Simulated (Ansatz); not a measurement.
This Ansatz (a first-principles code) input (B3LYP/def2-SV(P)) gives -0.50126 Eh with 2 basis functions. A basis named .json is the Basis Set Exchange file of that set (core-valence sets with the plain set on hydrogen).

Ansatz 0.2 input:
```yaml
crystal:
  periodic: [false, false, false]
  atoms:
    - {symbol: H, position_ang: [0.00000000, 0.00000000, 0.00000000]}
basis:
  gaussian:
    orbitals: def2-SV_P_.json
hamiltonian:
  xc: {name: B3LYP}
magnetization: {spin_polarized: true, initial_magnetization: 1}
scf: {lower_state_search: full}
```

Change:
```diff
- orbitals: def2-SV_P_.json
+ orbitals: 6-311++G_3df_3pd_.json
```

**Question.** What does the run give now?

**Answer.** -0.50226 Eh (B3LYP/6-311++G(3df,3pd), 18 functions), a change of -1.00 mEh.
